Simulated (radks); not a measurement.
Results of a calculation; reference values are marked as such.
Numerical settings for neutral oxygen, [He] 2s2 2p4. Level of theory: scalar-relativistic Kohn-Sham, r2SCAN, spin-polarised, spherical densities, finite nucleus; open shells are filled with parallel spins first; meta-GGA in the generalised Kohn-Sham scheme; Fermi nuclear charge, rms radius 2.6991 fm (a radial shooting solver on a logarithmic mesh with Libxc functionals). The defaults (mesh step 0.008 in ln r, mesh end at 40 bohr or more with all orbitals vanishing there, Anderson mixing 0.5 over 9 steps, residual threshold near 1e-9 with the energy settled to 1e-9 hartree or 1e-11 of itself, here a cap of 72 iterations) give E = -75.090 hartree and 2p at -6.785 eV in 18 iterations. Times are rough (one thread of a shared host). Changes against that run (0 stands for a change within the tolerance of the run):

[
 {"setting": "mesh step in ln r 0.012", "iterations": "15", "converged": "yes", "E (mhartree)": "0", "e(2p) (meV)": "0", "CPU (s)": "0.1"},
 {"setting": "mesh step in ln r 0.005", "iterations": "21", "converged": "yes", "E (mhartree)": "0", "e(2p) (meV)": "0", "CPU (s)": "0.28"},
 {"setting": "mesh step in ln r 0.003", "iterations": "72", "converged": "no", "E (mhartree)": "0", "e(2p) (meV)": "-0.00481", "CPU (s)": "1.4"},
 {"setting": "mesh end (bohr) 12", "iterations": "18", "converged": "yes", "E (mhartree)": "0", "e(2p) (meV)": "+0.0259", "CPU (s)": "0.15"},
 {"setting": "mesh end (bohr) 5", "iterations": "16", "converged": "yes", "E (mhartree)": "+5.66", "e(2p) (meV)": "+334", "CPU (s)": "0.13"},
 {"setting": "residual threshold 1e-16", "iterations": "72", "converged": "no", "E (mhartree)": "0", "e(2p) (meV)": "0", "CPU (s)": "0.5"},
 {"setting": "residual threshold 0.1", "iterations": "10", "converged": "yes", "E (mhartree)": "0", "e(2p) (meV)": "-0.486", "CPU (s)": "0.1"},
 {"setting": "mixing 1", "iterations": "17", "converged": "yes", "E (mhartree)": "0", "e(2p) (meV)": "0", "CPU (s)": "0.15"},
 {"setting": "linear mixing, mixing 0.5", "iterations": "23", "converged": "no", "E (mhartree)": "diverged", "e(2p) (meV)": "-", "CPU (s)": "0.2"},
 {"setting": "linear mixing, mixing 0.2", "iterations": "72", "converged": "no", "E (mhartree)": "0", "e(2p) (meV)": "-0.00892", "CPU (s)": "0.52"},
 {"setting": "mixing history 3", "iterations": "30", "converged": "yes", "E (mhartree)": "0", "e(2p) (meV)": "0", "CPU (s)": "0.24"},
 {"setting": "iteration cap 5", "iterations": "5", "converged": "no", "E (mhartree)": "+0.0618", "e(2p) (meV)": "+86.8", "CPU (s)": "0.05"}
]

Settings that end as converged yet miss the energy by more than 1 mhartree: mesh end (bohr) 5 (+0.00566 hartree). A mesh that ends early acts as a hard wall.
